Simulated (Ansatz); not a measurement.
`N#[C][SnH][Cl]` radical. Charge 0, multiplicity 2. Correlated methods include outer-core shells of Sn, which these sets cover unevenly. Sn: def2 effective core potential.

| atom | x (Å) | y (Å) | z (Å) |
| --- | --- | --- | --- |
| N1 | -2.215 | -1.011 | 0.367 |
| C2 | -1.130 | -0.624 | 0.297 |
| Sn3 | 0.912 | -0.047 | 0.288 |
| Cl4 | 1.429 | 0.173 | -1.967 |
| H5 | 1.005 | 1.509 | 1.016 |

Task: Give the diagnostics of a CCSD(T)/def2-TZVPP run (frozen core, the Gaussian-basis code of Ansatz). (Estimate.)

Result: Computed: T1 = 0.0164, largest single amplitude 0.032, largest double 0.021, (T) share of the correlation energy 4.2 %, 11 CCSD cycles. ⟨S²⟩ of the UHF reference is 0.764 against 0.75 for a pure state. T1 lies under the customary mark of 0.045 for open shells.
